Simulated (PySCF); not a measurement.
C₄H₅FO₂Si.
Geometry (GFN2-xTB, Å), atoms numbered from 1 in this order:
```xyz
13
C4H5FO2Si angstrom
O      0.3898    2.0433    1.2713
C     -0.2334    1.1740    0.7283
O     -1.5874    1.1323    0.6984
C     -2.0167   -0.0096   -0.0117
C     -0.7584   -0.6935   -0.4351
C      0.2957    0.0002   -0.0008
Si     2.1425   -0.2715   -0.1658
F      2.2695   -1.6398   -1.0146
H     -2.6324   -0.6337    0.6466
H     -2.6323    0.3038   -0.8629
H     -0.7636   -1.6054   -1.0021
H      2.7604   -0.5534    1.1181
H      2.7619    0.7537   -0.9875
```

Probes without a nucleus sit at each ring's centroid and 1 Å off its mean plane on both sides; NICS is minus the shielding there, NICSzz its component along the normal. Level: GIAO PBE0/pcSseg-1 (PySCF, non-relativistic, gas phase) on the GFN2-xTB geometry, one conformer.

Ring bond lengths (Å), with Mayer bond orders in brackets: C2–O3 1.355 (1.06), O3–C4 1.412 (0.92), C4–C5 1.493 (1.04), C5–C6 1.334 (1.76), C6–C2 1.480 (1.00).

Question: Give the NICS values of each ring in ppm.

Answer: 
| ring | type | NICS(0) | NICS(1), two faces | NICS(1)zz, two faces | rms pucker (Å) | centre to ring atoms, mean (Å) |
| --- | --- | --- | --- | --- | --- | --- |
| C2–O3–C4–C5–C6 | 5-membered ring with O; formal bonds 1 double, 4 single | -4.0 | -4.6 / -4.6 | -8.3 / -8.3 | 0.00 | 1.20 |

Question: What do they say, and how far can they be read as aromaticity?

Answer: 
- C2–O3–C4–C5–C6: mean NICS(1)zz -8.3 ppm, shielded. C4 has four or more neighbours, and the NICS criterion for π rings isn't applied.

Question: List the ring angles and the Hirshfeld charges of the ring atoms.

Answer: 
- C2–O3–C4–C5–C6: C2 108.8° (+0.186 e), O3 109.9° (-0.108 e), C4 104.9° (+0.016 e), C5 109.6° (-0.010 e), C6 106.9° (-0.119 e); sum 540.0° against 540° for a flat convex ring.

The run took 29 s of wall time (grids of density and orbitals included) on an Arm Neoverse V1 with one thread, on a shared host, and the process peaked at 0.75 GiB of memory. This is the whole shielding run at PBE0/pcSseg-1, SCF included.
